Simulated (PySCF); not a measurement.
**Static response to an electric field**

Compound: C9H14O2.
Numbering: `[O:1]=[CH:2][O:3][C@@H:4]1[CH2:5][C@H:6]2[CH2:7][CH2:8][CH2:9][CH2:10][C@@H:11]12` (hydrogens: H12 on C2; H13 on C4; H14, H15 on C5; H16 on C6; H17, H18 on C7; H19, H20 on C8; H21, H22 on C9; H23, H24 on C10; H25 on C11)

Structure used (PBE0-D3(BJ)/def2-SVP), in Å, numbered top down from 1:
```
atom  x, y, z in Å
O1     2.098   -2.491    0.729
C2     2.919   -1.624    0.628
O3     2.707   -0.398    0.163
C4     1.383   -0.093   -0.263
C5     1.241    1.225   -1.018
C6    -0.118    1.409   -0.305
C7    -1.307    0.855   -1.094
C8    -2.341    0.186   -0.195
C9    -1.713   -0.967    0.582
C10   -0.595   -0.479    1.497
C11    0.394    0.429    0.787
H12    3.988   -1.729    0.910
H13    0.982   -0.955   -0.817
H14    1.254    1.198   -2.118
H15    1.991    1.946   -0.662
H16   -0.342    2.425    0.055
H17   -0.954    0.105   -1.824
H18   -1.762    1.662   -1.690
H19   -2.758    0.925    0.513
H20   -3.187   -0.175   -0.802
H21   -1.317   -1.712   -0.132
H22   -2.475   -1.494    1.178
H23   -1.046    0.089    2.330
H24   -0.061   -1.331    1.947
H25    0.987    1.000    1.521
```

Level: CAM-B3LYP/def2-SVPD (PySCF), static field, nuclei fixed, core orbitals frozen in the response. The polarisability tensor in these axes (au):

```
x   115.73  -2.97   1.85
y    -2.97 104.36  -9.13
z     1.85  -9.13  95.67
```

Task: What are the eigenvalues, a third of the trace, and Δα (Δα² = ½Σ(αi − αj)² over the three pairs)?

Result: Principal values 89.91, 108.44 and 117.41 au; mean 105.25 au = 15.60 Å³ = 17.35 × 10⁻⁴⁰ C²·m²/J; Δα = 24.29 au (23 % of the mean).

Task: What is the dipole moment, and where does it point?

Result: (-0.19, 1.96, -0.40) D, 2.01 D in size, pointing from the negative to the positive side. Measured along this direction, the outermost atoms are O1 at the negative end and H16 at the positive end.

Task: Orientational against electronic polarisability at 273 K (dilute gas, rigid molecules)?

Result: In Gaussian units μ²/3kT = 35.66 Å³ against 15.60 Å³, a ratio of 2.29; the Debye molar polarisation (4π/3)N_A(α + μ²/3kT) is 129.3 cm³/mol, leaving out the vibrational part.

Task: In TDDFT the mean static polarisability is Σ f/ω² over all singlet excitations (ω in hartree). How much of it do the 10 lowest give? Their energies (eV) and oscillator strengths: 5.86, 0.0016; 7.60, 0.0978; 7.97, 0.0073; 8.18, 0.0115; 8.22, 0.0013; 8.27, 0.0218; 8.36, 0.0006; 8.45, 0.0119; 8.48, 0.0026; 8.54, 0.0156.

Result: They add up to 2.07 au, 2.0 % of the 105.25 au; the largest single term is 1.26 au, from the state at 7.60 eV. Terms in order: 0.04, 1.26, 0.09, 0.13, 0.01, 0.24, 0.01, 0.12, 0.03, 0.16 au. Higher excitations give the rest. The strengths listed sum to 0.172.

Task: What would n − 1 = 2πNα be for an ideal gas of these molecules at 500 K and 1 atm, electronic part alone?

Result: N = p/kT = 1.4678 × 10¹⁹ cm⁻³, so n − 1 = 2π × N × 15.60 × 10⁻²⁴ cm³ = 1438 × 10⁻⁶ at long wavelengths, for an ideal gas.

Task: Give the principal axes and the span of the nuclei along them.

Result: Largest value along (0.90, -0.37, 0.23), where the nuclei span 7.43 Å; middle along (0.43, 0.76, -0.48), 5.44 Å; least along (0.00, 0.53, 0.85), 3.50 Å. The response follows the extents in order.

Geometry: PBE0-D3(BJ)/def2-SVP, one conformer, isolated molecule.

The run behind these numbers computed excited states as well. Time: 80 s wall, 3.0 min CPU (with the writing of density and orbital grids); peak memory 2.1 GiB. Hardware: 2 threads of an Intel Xeon 6975P-C (shared host).
